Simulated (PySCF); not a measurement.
These are PBE-D3(BJ)/def2-TZVP in PySCF values and carry that method's errors. Gas-phase values, no solvent. One relaxed conformer stands for a flexible species; it need not be the lowest. Excitations are Tamm–Dancoff values on a coarser integration grid. The basis has no diffuse functions, so Rydberg states are missing or too high.

Reference species (SMILES): `[NH2][Al]([SH])[SH]` (S–Al–S–H torsion -16°, S–Al–S–H torsion -17°) (neutral, multiplicity 1).

```yaml
S1 excitation (TDA): 5.04 eV
T1 excitation (TDA): 4.78 eV
S1 oscillator strength: 0.003
S1–T1 gap (TDA): 0.26 eV
```

Changed species: `[Al]([SH])([SH])[SH]` (3 of 3 NH2 replaced by SH; the reference has 2 of 3 NH2 replaced by SH).

What does the change do to the S1 excitation (TDA), T1 excitation (TDA), S1 oscillator strength and S1–T1 gap (TDA)?

the S1 excitation (TDA) rises by 0.06 eV, to 5.10 eV; the T1 excitation (TDA) rises by 0.09 eV, to 4.87 eV; the S1 oscillator strength hardly moves; the S1–T1 gap (TDA) decreases by 0.03 eV, to 0.23 eV.
